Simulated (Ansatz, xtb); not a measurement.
**A geometry optimisation of C2H5MgO with r2SCAN-D4/def2-SVP**

The starting geometry of this gas-phase doublet was built from a drawn formula by distance geometry and a force field; its bonds are those of `CO[CH2][Mg]`.

```xyz
9

C    -0.6673    0.5187   -0.6012
C    -1.1691    1.5222    1.4509
Mg   -0.1509   -0.2391    2.3086
O    -0.7640    1.8303    0.1073
H     0.1462   -0.0202   -0.1653
H    -1.6281    0.0398   -0.5301
H    -0.4495    0.7944   -1.6292
H    -0.8854    2.4101    2.0537
H    -2.2504    1.3858    1.4869
```

Q: Predict what becomes of its bonds when it is optimised with r2SCAN-D4/def2-SVP.

A: It keeps its bonds, and is `CO[CH2][Mg]`.

The energy falls by 0.38 eV over 10 steps:

```json
{"step": "1", "E − E(last) (eV)": "0.377"}
{"step": "2", "E − E(last) (eV)": "0.139"}
{"step": "3", "E − E(last) (eV)": "0.029"}
{"step": "4", "E − E(last) (eV)": "0.013"}
{"step": "5", "E − E(last) (eV)": "0.011"}
{"step": "6", "E − E(last) (eV)": "0.002"}
{"step": "7", "E − E(last) (eV)": "0.000"}
{"step": "8", "E − E(last) (eV)": "0.000"}
{"step": "9", "E − E(last) (eV)": "0.000"}
{"step": "10", "E − E(last) (eV)": "0.000"}
```

Final geometry (Å):

```yaml
atoms:
  - { symbol: C, position_ang: [-0.7239, 0.5994, -0.6325] }
  - { symbol: C, position_ang: [-1.1342, 1.4629, 1.5044] }
  - { symbol: Mg, position_ang: [0.2086, 0.0535, 2.5681] }
  - { symbol: O, position_ang: [-0.5586, 1.6836, 0.2258] }
  - { symbol: H, position_ang: [-0.2467, -0.3264, -0.2240] }
  - { symbol: H, position_ang: [-1.7941, 0.3617, -0.8067] }
  - { symbol: H, position_ang: [-0.2479, 0.8408, -1.5944] }
  - { symbol: H, position_ang: [-1.1304, 2.4339, 2.0291] }
  - { symbol: H, position_ang: [-2.1915, 1.1325, 1.4120] }
```

From the same start GFN2-xTB ends elsewhere, differing in Mg3–O4 (2.26 against 2.96 Å here).

No frequencies were run, so the end isn't proven a minimum. Open shells are spin-unrestricted. Run with Ansatz 0.2.0, 41 s on 2 threads of Arm Neoverse V2, on a shared host.
